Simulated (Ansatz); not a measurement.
Results of the Gaussian-basis code of Ansatz.

A structure relaxed at PBE0-D4/def2-TZVP, charge 0, multiplicity 1:

```xyz
8

F    -0.050   -1.685    0.639
C     0.694   -0.860   -0.089
F     1.966   -1.132    0.137
F     0.437   -1.084   -1.372
O     0.479    0.438    0.246
B    -0.698    1.122    0.167
Cl   -2.182    0.417   -0.403
Cl   -0.646    2.783    0.675
```

Q: Give its formula and SMILES.

A: CBCl2F3O, `FC(F)(F)OB(Cl)Cl`.

Q: Point group (tolerance 0.08 Å, 0.16 Å for H)?

A: Cs.

Q: Summarise the bond lengths by kind.

A: 3 × C–F 1.320 to 1.328 Å; 1 × C–O 1.357 Å; 1 × B–O 1.364 Å; 2 × B–Cl 1.738 to 1.739 Å.
